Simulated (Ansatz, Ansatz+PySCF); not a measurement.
```tsv
atom	x (Å)	y (Å)	z (Å)
Sc	0.0000	0.0000	-0.4158
O	0.0000	0.0000	1.0915
```

Basis set: def2-SVP (spherical functions). Left uncorrelated: 6 orbitals. Correlation on ROHF uses semicanonical orbitals with singles. Charge 0, multiplicity 2.

Computed with Ansatz (development build ahead of 0.2.0); each method stands on the lowest determinant of its kind that the runs found.

**Question.** Give the atomization energy at this shape (free ground-state atoms in the same class of orbitals less the molecule, no zero-point energy) of doublet ScO by ROHF-CCSD(T), ROHF-CCSD, ROHF-MP2, UHF, ROHF.

**Answer.**

```tsv
method	atomization energy
ROHF-CCSD(T)	5.54 eV
ROHF-CCSD	5.19 eV
ROHF-MP2	6.36 eV
UHF	2.39 eV
ROHF	2.56 eV
```

Caution: the shape is not the minimum.
